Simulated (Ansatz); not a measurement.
System: C$_{5}$H$_{10}$O (charge 0, singlet). 
Structure (B3LYP-D3(BJ)/def2-TZVP (Ansatz, a first-principles code) minimum search):
```xyz
16

C     -2.8458    -0.2890    -0.3223
C     -1.4366    -0.6095    -0.8115
C     -0.3516     0.0296     0.0516
C      1.0540    -0.2890    -0.4349
C      2.1628     0.3166     0.3806
O      2.0079     1.0084     1.3534
H     -2.9965    -0.6454     0.6993
H     -3.6035    -0.7559    -0.9539
H     -3.0261     0.7885    -0.3252
H     -1.2934    -1.6951    -0.8296
H     -1.3227    -0.2713    -1.8469
H     -0.4568    -0.3033     1.0875
H     -0.4861     1.1142     0.0746
H      1.2333    -1.3722    -0.4619
H      1.2041     0.0410    -1.4716
H      3.1871     0.0795     0.0192
```

Wanted: atomisation energy (electronic, to ground-state atoms); the coupled-cluster value holds the core correlation from cc-pwCVTZ, in kcal/mol. Valence correlation only, unless marked. Open shells are spin-unrestricted. Spin-orbit coupling is left out. Non-relativistic. CBS marks a two-point X^-3 extrapolation of the correlation energy; Hartree-Fock from the larger set.

Level to compare with: CCSD(T)/CBS(cc-pVTZ,cc-pVQZ) plus the core term (Ansatz), 1564.0 kcal/mol. It is a level with limits of its own, and the differences hold the functionals' basis error too.

Task: Rank these functionals by how close they come to CCSD(T)/CBS(cc-pVTZ,cc-pVQZ), closest first: B3LYP/def2-TZVPD (Ansatz); HSE06/def2-TZVPD (Ansatz); LC-wPBE/def2-TZVPD (Ansatz).

Result: HSE06/def2-TZVPD (screened hybrid, 1565.6 kcal/mol, difference 1.6), LC-wPBE/def2-TZVPD (range-separated hybrid, 1559.3 kcal/mol, difference -4.7), B3LYP/def2-TZVPD (global hybrid, 1549.0 kcal/mol, difference -15.0)
